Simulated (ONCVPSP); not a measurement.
# Reading a pseudo-wave (Mn)

Columns: radius, all-electron u(r) and pseudo u(r) of the 3p shell (level -56.22 eV) of manganese in the configuration [Ne] 3s2 3p6 3d5 4s1 4p1; PBE, scalar-relativistic, ONCV scheme, ONCVPSP 4.0.1.

```
r (bohr)  all-electron  pseudo
   0.098       -0.4965  0.0547
   0.195       -0.5184  0.2039
   0.292       -0.1055  0.4152
   0.390        0.3815  0.6477
   0.488        0.7647  0.8563
   0.585        1.0023  1.0086
   0.682        1.1137  1.0929
   0.780        1.1312  1.1107
   0.878        1.0862  1.0737
   0.975        1.0060  1.0001
   1.072        0.9085  0.9062
   1.170        0.8046  0.8037
   1.268        0.7028  0.7025
   1.365        0.6084  0.6083
   1.463        0.5217  0.5217
   1.560        0.4453  0.4453
   1.658        0.3776  0.3775
   1.755        0.3193  0.3193
   1.852        0.2692  0.2691
   1.950        0.2259  0.2259
   2.047        0.1895  0.1895
   2.145        0.1583  0.1583
   2.242        0.1323  0.1323
   2.340        0.1103  0.1102
   2.438        0.0917  0.0917
   2.535        0.0764  0.0764
```

Question: How many radial nodes do the two functions have?

Answer: The all-electron 3p function has n − l − 1 = 1; the pseudo-wave has 0, since the states of the same l below it are removed with the core.

Question: At about which radius was the pseudo-wave matched?

Answer: 1.50 bohr. The columns agree to 0.0005 from 1.27 bohr on; several derivatives are matched, so the curves merge somewhat inside the radius.

Question: Is the pseudo-wave norm-conserving?

Answer: Yes: the ONCV scheme keeps the norm inside the radius equal to the all-electron one, which fixes the energy derivative of the logarithmic derivative at the level.
